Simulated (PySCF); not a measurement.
# How methods differ on the fine-structure interval of Sn³³⁺

Sn³³⁺ [Ne] 3s2 3p5 [3p1/2^2 3p3/2^3, M_J = 3/2] → Sn³³⁺ [Ne] 3s2 3p5 [3p1/2^1 3p3/2^4, M_J = 1/2], as a difference of total energies. All numbers are calculated (PySCF 2.14, the two-component X2C-1e Hamiltonian, in an even-tempered Gaussian basis (19 s from 5.9 bohr⁻², ratio 2.4; 14 p from 7.6 bohr⁻², ratio 2.4; 5 d from 31 bohr⁻², ratio 2.6; 4 f from 46 bohr⁻², ratio 2.6)). Correlated levels: 1s2 frozen; the 56 highest virtual spinors dropped. "Screened" scales the spin-orbit matrix elements by Boettger's factors to mimic the two-electron term; Breit and QED terms are absent.

```csv
method,fine-structure interval (cm⁻¹)
GHF (screened spin-orbit),443430
GMP2 (screened spin-orbit),444720
GHF (bare spin-orbit),462760
```
